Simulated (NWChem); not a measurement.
System: BNH$_{2}$BrF; SMILES BrB(N)F

The following NWChem deck was run.

```
start job
memory heap 200 mb stack 900 mb global 1100 mb
geometry units angstroms
  B     -0.010024     0.932100     0.000000
  F     -1.174479     1.569342     0.000000
  Br    -0.024257    -0.998855     0.000000
  N      1.188098     1.634255     0.000000
  H      2.091026     1.182530     0.000000
  H      1.210571     2.646173     0.000000
end
basis spherical
  * library sto-3g
end
dft
  xc hfexch
  iterations 150
end
driver
  maxiter 120
end
task dft optimize
task dft freq
```

This build's default masses of Se (78.918 u) and Br (79.917 u) are each other's, which moves their modes by up to 0.6 %.

The level has its own optimisation; frequencies are unscaled.

Question: Predict the main results of this run. (Hartree-Fock/STO-3G.) Quantities: r B–F (Å); r B–Br (Å); r B–N (Å); r H–N (Å); highest harmonic frequency (cm⁻¹); lowest (cm⁻¹); zero-point energy (kcal/mol); dipole (D).

Answer: 
```json
{
  "r B–F (Å)": "1.309",
  "r B–Br (Å)": "1.911",
  "r B–N (Å)": "1.392",
  "r H–N (Å)": "1.016",
  "highest harmonic frequency (cm⁻¹)": "4243",
  "lowest (cm⁻¹)": "324",
  "zero-point energy (kcal/mol)": "25.0",
  "dipole (D)": "2.71"
}
```
